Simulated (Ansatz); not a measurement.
`C[O][Hf]1234([CH3])([O]C)[C@@H]5[C@H]1[C@H]2[C@@]3(F)[C@@H]54`. The species carries charge 0 and has multiplicity 1. Hf takes the def2 core potential. The geometry is a stationary point of PBE0-D4/def2-TZVP. It is one conformer, not always the lowest.

```xyz
25

C     0.615    2.997   -1.167
O     0.675    1.711   -0.651
Hf    0.323   -0.062   -0.005
C     1.739   -1.321   -1.209
O     1.032   -0.235    1.770
C     1.358   -0.337    3.112
C    -1.360   -1.768   -0.840
C    -1.669   -1.506    0.505
C    -2.126   -0.164    0.605
C    -2.134    0.349   -0.703
F    -2.530    1.577   -1.033
C    -1.637   -0.602   -1.600
H     0.920    3.731   -0.413
H     1.288    3.094   -2.026
H    -0.401    3.242   -1.496
H     1.766   -2.366   -0.880
H     1.523   -1.321   -2.282
H     2.751   -0.916   -1.080
H     2.218   -1.003    3.248
H     1.617    0.643    3.527
H     0.519   -0.743    3.692
H    -0.973   -2.693   -1.237
H    -1.559   -2.192    1.332
H    -2.454    0.353    1.494
H    -1.502   -0.467   -2.663
```

Problem. What is the dipole moment at ωB97M-V/def2-TZVPP? (Estimate.)

Solution. The calculation gave: 1.48 D, with components (-0.69, -0.16, 1.30) D in this frame, pointing from negative to positive charge.

Problem. And with PBE, r2SCAN, B3LYP? (An estimate is asked.)

Solution. Computed: PBE 1.35 D, r2SCAN 1.36 D, B3LYP 1.42 D.

Problem. Give the Mulliken charges with ωB97M-V, PBE, r2SCAN in def2-TZVPP. (An estimate is asked.)

Solution. Computed: 
```json
{"atom": "C1", "ωB97M-V": "-0.18", "PBE": "-0.14", "r2SCAN": "0.00"}
{"atom": "O2", "ωB97M-V": "-0.36", "PBE": "-0.30", "r2SCAN": "-0.40"}
{"atom": "Hf3", "ωB97M-V": "0.81", "PBE": "0.64", "r2SCAN": "0.88"}
{"atom": "C4", "ωB97M-V": "-0.61", "PBE": "-0.51", "r2SCAN": "-0.47"}
{"atom": "O5", "ωB97M-V": "-0.36", "PBE": "-0.30", "r2SCAN": "-0.40"}
{"atom": "C6", "ωB97M-V": "-0.19", "PBE": "-0.14", "r2SCAN": "0.00"}
{"atom": "C7", "ωB97M-V": "-0.15", "PBE": "-0.12", "r2SCAN": "-0.11"}
{"atom": "C8", "ωB97M-V": "-0.16", "PBE": "-0.16", "r2SCAN": "-0.16"}
{"atom": "C9", "ωB97M-V": "-0.21", "PBE": "-0.20", "r2SCAN": "-0.21"}
{"atom": "C10", "ωB97M-V": "0.22", "PBE": "0.25", "r2SCAN": "0.28"}
{"atom": "F11", "ωB97M-V": "-0.19", "PBE": "-0.16", "r2SCAN": "-0.21"}
{"atom": "C12", "ωB97M-V": "-0.19", "PBE": "-0.20", "r2SCAN": "-0.20"}
{"atom": "H13", "ωB97M-V": "0.11", "PBE": "0.09", "r2SCAN": "0.05"}
{"atom": "H14", "ωB97M-V": "0.11", "PBE": "0.10", "r2SCAN": "0.05"}
{"atom": "H15", "ωB97M-V": "0.11", "PBE": "0.09", "r2SCAN": "0.05"}
{"atom": "H16", "ωB97M-V": "0.11", "PBE": "0.09", "r2SCAN": "0.06"}
{"atom": "H17", "ωB97M-V": "0.11", "PBE": "0.09", "r2SCAN": "0.06"}
{"atom": "H18", "ωB97M-V": "0.12", "PBE": "0.10", "r2SCAN": "0.07"}
{"atom": "H19", "ωB97M-V": "0.12", "PBE": "0.10", "r2SCAN": "0.06"}
{"atom": "H20", "ωB97M-V": "0.11", "PBE": "0.09", "r2SCAN": "0.05"}
{"atom": "H21", "ωB97M-V": "0.10", "PBE": "0.08", "r2SCAN": "0.04"}
{"atom": "H22", "ωB97M-V": "0.14", "PBE": "0.13", "r2SCAN": "0.12"}
{"atom": "H23", "ωB97M-V": "0.14", "PBE": "0.13", "r2SCAN": "0.12"}
{"atom": "H24", "ωB97M-V": "0.14", "PBE": "0.13", "r2SCAN": "0.13"}
{"atom": "H25", "ωB97M-V": "0.14", "PBE": "0.13", "r2SCAN": "0.13"}
```

B3LYP here is the variant with VWN-RPA as its local correlation; programs differ in this.
